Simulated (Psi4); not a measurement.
chlorobenzene (C6H5Cl), singlet, at a GFN2-xTB geometry; Psi4 with BLYP/3-21G.

Input for Psi4:
```
memory 2 GB

molecule mol {
0 1
  Cl    2.230833    0.178301    0.001666
  C     0.505653    0.040415    0.000378
  C    -0.270115    1.188040    0.019311
  C    -1.649225    1.070452    0.018162
  C    -2.244936   -0.179428   -0.001677
  C    -1.458233   -1.318817   -0.020483
  C    -0.077952   -1.215859   -0.019571
  H     0.201293    2.158229    0.034705
  H    -2.258747    1.961460    0.032865
  H    -3.320984   -0.265432   -0.002481
  H    -1.918469   -2.295326   -0.035985
  H     0.541595   -2.098853   -0.034150
symmetry c1
no_reorient
no_com
}

set basis 3-21g
set reference rks

energy('blyp')
print_variables()
```

Task: What does Psi4 print? Leave out banner, timings and long lists.

Result: 
```
   => Loading Basis Set <=

    Name: 3-21G
    Role: ORBITAL
    Keyword: BASIS

         ---------------------------------------------------------
                                   SCF
               by Justin Turney, Rob Parrish, Andy Simmonett
                          and Daniel G. A. Smith
                              RKS Reference
         ---------------------------------------------------------

  ==> Geometry <==

    Molecular point group: c1
    Full point group: C1

    Geometry (in Angstrom), charge = 0, multiplicity = 1:

       Center              X                  Y                   Z               Mass
    ------------   -----------------  -----------------  -----------------  -----------------
         CL           2.230833000000     0.178301000000     0.001666000000    34.968852682000
         C            0.505653000000     0.040415000000     0.000378000000    12.000000000000
         C           -0.270115000000     1.188040000000     0.019311000000    12.000000000000
         C           -1.649225000000     1.070452000000     0.018162000000    12.000000000000
         C           -2.244936000000    -0.179428000000    -0.001677000000    12.000000000000
         C           -1.458233000000    -1.318817000000    -0.020483000000    12.000000000000
         C           -0.077952000000    -1.215859000000    -0.019571000000    12.000000000000
         H            0.201293000000     2.158229000000     0.034705000000     1.007825032230
         H           -2.258747000000     1.961460000000     0.032865000000     1.007825032230
         H           -3.320984000000    -0.265432000000    -0.002481000000     1.007825032230
         H           -1.918469000000    -2.295326000000    -0.035985000000     1.007825032230
         H            0.541595000000    -2.098853000000    -0.034150000000     1.007825032230

  Running in c1 symmetry.

  Rotational constants: A =      0.19207  B =      0.05294  C =      0.04150 [cm^-1]
  Rotational constants: A =   5758.17307  B =   1587.02638  C =   1244.12858 [MHz]
  Nuclear repulsion =  317.505072523960735

  Charge       = 0
  Multiplicity = 1
  Electrons    = 58
  Nalpha       = 29
  Nbeta        = 29

  ==> Algorithm <==

  SCF Algorithm Type is DF.
  DIIS enabled.
  MOM disabled.
  Fractional occupation disabled.
  Guess Type is SAD.
  Energy threshold   = 1.00e-06
  Density threshold  = 1.00e-06
  Integral threshold = 1.00e-12

  ==> Primary Basis <==

  Basis Set: 3-21G
    Blend: 3-21G
    Number of shells: 47
    Number of basis functions: 77
    Number of Cartesian functions: 77
    Spherical Harmonics?: false
    Max angular momentum: 1

  ==> DFT Potential <==

   => LibXC <=

    Version 7.1.2
    S. Lehtola, C. Steigemann, M. J. T. Oliveira, and M. A. L. Marques,  SoftwareX 7, 1–5 (2018) (10.1016/j.softx.2017.11.002)

   => Composite Functional: BLYP <=

    BLYP GGA Exchange-Correlation Functional

    P.J. Stephens et. al., J. Phys. Chem., 98, 11623-11627, 1994
    B. Miehlich et. al., Chem. Phys. Lett., 157(3), 200-206 1989

    Deriv               =              1
    GGA                 =           TRUE
    Meta                =          FALSE

    Exchange Hybrid     =          FALSE
    MP2 Hybrid          =          FALSE

   => Exchange Functionals <=

    1.0000     XC_GGA_X_B88

   => Correlation Functionals <=

    1.0000     XC_GGA_C_LYP

   => LibXC Density Thresholds  <==

    XC_GGA_C_LYP:  1.00E-14
    XC_GGA_X_B88:  1.00E-15

   => Molecular Quadrature <=

    Radial Scheme          =       TREUTLER
    Pruning Scheme         =           NONE
    Nuclear Scheme         =       TREUTLER

    Blocking Scheme        =         OCTREE
    BS radius alpha        =              1
    Pruning alpha          =              1
    Radial Points          =             75
    Spherical Points       =            302
    Total Points           =         250385
    Total Blocks           =           1901
    Max Points             =            256
    Max Functions          =             70
    Weights Tolerance      =       1.00E-15

   => Loading Basis Set <=

    Name: (3-21G AUX)
    Role: JKFIT
    Keyword: DF_BASIS_SCF

  ==> Integral Setup <==

  SCF_SUBTYPE=INCORE selected. In-core MEM_DF algorithm will be used.
  Using in-core AOs.

  ==> MemDFJK: Density-Fitted J/K Matrices <==

    J tasked:                   Yes
    K tasked:                    No
    wK tasked:                   No
    Algorithm:                 Core
    Schwarz Cutoff:           1E-12
    Mask sparsity (%):       4.6214
    Fitting Condition:        1E-10

   => Auxiliary Basis Set <=

  Basis Set: (3-21G AUX)
    Blend: DEF2-UNIVERSAL-JKFIT
    Number of shells: 218
    Number of basis functions: 789
    Number of Cartesian functions: 789
    Spherical Harmonics?: false
    Max angular momentum: 4

  Minimum eigenvalue in the overlap matrix is 1.6224628481E-03.
  Reciprocal condition number of the overlap matrix is 3.3162962935E-04.
    Using symmetric orthogonalization.

  ==> Pre-Iterations <==

  SCF Guess: Superposition of Atomic Densities via on-the-fly atomic UHF (no occupation information).

   -------------------------
    Irrep   Nso     Nmo
   -------------------------
     A         77      77
   -------------------------
    Total      77      77
   -------------------------

  ==> Iterations <==

                           Total Energy        Delta E     RMS |[F,P]|

   @DF-RKS iter SAD:  -688.08053300983568   -6.88081e+02   0.00000e+00
   @DF-RKS iter   1:  -687.85244753813470    2.28085e-01   1.08093e-02 ADIIS/DIIS
   @DF-RKS iter   2:  -687.59728938068133    2.55158e-01   1.34970e-02 ADIIS/DIIS
   @DF-RKS iter   3:  -688.21545877528524   -6.18169e-01   1.99326e-03 ADIIS/DIIS
   @DF-RKS iter   4:  -688.22290618411478   -7.44741e-03   1.42690e-03 ADIIS/DIIS
   @DF-RKS iter   5:  -688.22989335458544   -6.98717e-03   4.67928e-04 ADIIS/DIIS
   @DF-RKS iter   6:  -688.23061038784522   -7.17033e-04   6.07158e-05 DIIS
   @DF-RKS iter   7:  -688.23062104952123   -1.06617e-05   2.83525e-05 DIIS
   @DF-RKS iter   8:  -688.23062349291047   -2.44339e-06   3.27644e-06 DIIS
   @DF-RKS iter   9:  -688.23062353407727   -4.11668e-08   4.53911e-07 DIIS
  Energy and wave function converged.

  ==> Post-Iterations <==

   Electrons on quadrature grid:
      Ntotal   =   58.0000256902 ; deviation = 2.569e-05

    Orbital Energies [Eh]
    ---------------------

    Doubly Occupied:

       1A   -100.020287     2A     -9.924195     3A     -9.873782
       4A     -9.873764     5A     -9.871463     6A     -9.871408
       7A     -9.867508     8A     -9.098818     9A     -6.946473
      10A     -6.932814    11A     -6.932530    12A     -0.818711
      13A     -0.764347    14A     -0.686039    15A     -0.661157
      16A     -0.559624    17A     -0.540711    18A     -0.476231
      19A     -0.425248    20A     -0.413145    21A     -0.388581
      22A     -0.387305    23A     -0.352823    24A     -0.319629
      25A     -0.316935    26A     -0.289600    27A     -0.264106
      28A     -0.230494    29A     -0.210801

    Virtual:

      30A     -0.028167    31A     -0.026840    32A      0.020391
      33A      0.097817    34A      0.119290    35A      0.127727
      36A      0.154275    37A      0.176579    38A      0.178683
      39A      0.270988    40A      0.289510    41A      0.295731
      42A      0.301401    43A      0.469637    44A      0.483880
      45A      0.493422    46A      0.546178    47A      0.559502
      48A      0.592729    49A      0.638340    50A      0.643299
      51A      0.651914    52A      0.698900    53A      0.723601
      54A      0.725297    55A      0.741083    56A      0.756953
      57A      0.768751    58A      0.783005    59A      0.795668
      60A      0.855696    61A      0.891832    62A      0.925002
      63A      0.943330    64A      1.035433    65A      1.047883
      66A      1.076729    67A      1.238511    68A      1.271640
      69A      1.272654    70A      1.396105    71A      1.414388
      72A      1.417815    73A      1.486800    74A      1.487981
      75A      1.818066    76A      1.841264    77A      2.414549

    Final Occupation by Irrep:
              A
    DOCC [    29 ]
    NA   [    29 ]
    NB   [    29 ]

  @DF-RKS Final Energy:  -688.23062353407727

   => Energetics <=

    Nuclear Repulsion Energy =            317.5050725239607345
    One-Electron Energy =               -1572.1434235865915525
    Two-Electron Energy =                 628.8549438391476087
    DFT Exchange-Correlation Energy =     -62.4472163105940510
    Empirical Dispersion Energy =           0.0000000000000000
    VV10 Nonlocal Energy =                  0.0000000000000000
    Total Energy =                       -688.2306235340772673

Computation Completed

Properties will be evaluated at   0.000000,   0.000000,   0.000000 [a0]

Properties computed using the SCF density matrix

 Multipole Moments:

 ------------------------------------------------------------------------------------
     Multipole            Electronic (a.u.)      Nuclear  (a.u.)        Total (a.u.)
 ------------------------------------------------------------------------------------

 L = 1.  Multiply by 2.5417464519 to convert [e a0] to [Debye]
 Dipole X            :         -0.7381457            0.0000019           -0.7381438
 Dipole Y            :         -0.0590214            0.0000246           -0.0589968
 Dipole Z            :         -0.0005438           -0.0000076           -0.0005514
 Magnitude           :                                                    0.7404979

 ------------------------------------------------------------------------------------

  Variable Map:
  ----------------------------------------------------------------------------
  "CURRENT ENERGY"              =>    -688.230623534077
  "CURRENT REFERENCE ENERGY"    =>    -688.230623534077
  "DD SOLVATION ENERGY"         =>       0.000000000000
  "DFT FUNCTIONAL TOTAL ENERGY" =>    -688.230623534077
  "DFT TOTAL ENERGY"            =>    -688.230623534077
  "DFT VV10 ENERGY"             =>       0.000000000000
  "DFT XC ENERGY"               =>     -62.447216310594
  "GRID ELECTRONS ALPHA"        =>      29.000012845081
  "GRID ELECTRONS BETA"         =>      29.000012845081
  "GRID ELECTRONS TOTAL"        =>      58.000025690161
  "NUCLEAR REPULSION ENERGY"    =>     317.505072523961
  "ONE-ELECTRON ENERGY"         =>   -1572.143423586592
  "PCM POLARIZATION ENERGY"     =>       0.000000000000
  "PE ENERGY"                   =>       0.000000000000
  "SCF ITERATION ENERGY"        =>    -688.230623534077
  "SCF ITERATIONS"              =>       9.000000000000
  "SCF TOTAL ENERGY"            =>    -688.230623534077
  "TWO-ELECTRON ENERGY"         =>     628.854943839148
  "XC GRID RADIAL POINTS"       =>      75.000000000000
  "XC GRID SPHERICAL POINTS"    =>     302.000000000000
  "XC GRID TOTAL POINTS"        =>  250385.000000000000

  Array Variable Map:
  ----------------------------------------------------------------------------
  "CURRENT DIPOLE"              =>      -0.738143792690 ... -0.000551350763 1 by 3
  "SCF DIPOLE"                  =>      -0.738143792690 ... -0.000551350763 1 by 3
  "SCF TOTAL ENERGIES"          =>    -688.080533009836 ... -688.230623534077 1 by 10
```
